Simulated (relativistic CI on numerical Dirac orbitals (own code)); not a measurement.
**Spin-allowed bands of a d7 ion in an octahedral site, by hand**

Problem. Take Δ = 8100 cm⁻¹ and B = 900 cm⁻¹ for a high-spin d7 ion in an octahedral site. Calculate the three spin-allowed bands.

Working.
1. The terms of highest spin are 4F (energy 0) and 4P (15B = 13500 cm⁻¹). Here the F term splits into A2 at +1.2Δ = 9720, T2 at +0.2Δ = 1620 and T1 at −0.6Δ = -4860 cm⁻¹.
2. The two T1 states mix through the element 0.4Δ: H = [[-4860, 3240], [3240, 13500]], with roots ½(H₁₁ + H₂₂) ∓ ½√[(H₂₂ − H₁₁)² + 4H₁₂²] = ½(8640) ∓ ½(19470) = -5415 and 14055 cm⁻¹.
3. The ground term is 4T1 at -5415 cm⁻¹.
4. Bands: 4T2 7035 cm⁻¹ (1421 nm), 4A2 15135 cm⁻¹ (661 nm), 4T1(P) 19470 cm⁻¹ (514 nm).

Check. Exact diagonalisation of the whole d7 shell with these parameters gives 4T2 7035, 4A2 15135, 4T1 19470 cm⁻¹. The match is exact, since without spin-orbit coupling no other term has this spin. The ratio of the second band to the first, 2.151, depends on Δ/B = 9.0 alone, which is how a Tanabe-Sugano diagram is read.
